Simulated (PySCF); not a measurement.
hydrogen selenide (H₂Se), SMILES [SeH2]. The structure is a stationary point at ωB97X-D3(BJ)/def2-TZVPD.

TDDFT-B3LYP/def2-TZVPD (PySCF) puts the lowest singlet excitations at 5.25, 5.39, 6.76, 6.88, 7.20, 7.82 eV and the lowest triplet (TDA) at 4.79 eV.

Problem. What are the lowest singlet roots from EOM-CCSD/aug-cc-pVDZ (PySCF 2.14.0)? (Estimate from the structure and the level; the computed values follow.)

Solution. 5.51, 5.59, 7.36, 7.72, 8.18, 8.51 eV; triplets 5.11, 5.21, 7.33 eV. S1 differs by 0.25 eV (second minus first; roots are paired by order, and the bases may differ).
